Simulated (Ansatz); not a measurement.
Reaction (ligand exchange at a Ge–C bond): `B[SiH2][CH2][GeH3]` + `O[Si](F)(Cl)Cl` → `F[Si](Cl)(Cl)[O][GeH3]` + `B[SiH2]C`

Computed with Ansatz on PBE0-D4/def2-TZVP structures; ΔE is electronic, products minus reactants. CBS: MP2 limit from def2 TZ/QZ plus the TZ coupled-cluster correction, frozen cores. Functionals use def2-TZVPP. B3LYP here is the variant with VWN-RPA as its local correlation; programs differ in this. For Ge outer-core shells are correlated without core-valence functions, which leaves a few kJ/mol of doubt a bond. Scalar relativity is left out up to krypton. One conformer a species, not always the lowest.

CCSD(T)/CBS gives -12.4 kcal/mol.

Q: Another level gave -14.7 kcal/mol. Which?
A. PBE/def2-TZVPP
B. CCSD/def2-TZVPP
C. HF/def2-TZVPP
D. B3LYP-D4/def2-TZVPP

A: D. B3LYP-D4 -14.7, CCSD/def2-TZVPP -13.5, PBE -11.3, HF/def2-TZVPP -18.1 kcal/mol.

Largest T1 diagnostic among the species: 0.011.

In def2-TZVPP, CCSD(T) changes the Hartree–Fock value by +5.2 kcal/mol (the triples alone add +0.5 kcal/mol) and MP2 by +5.5 kcal/mol.
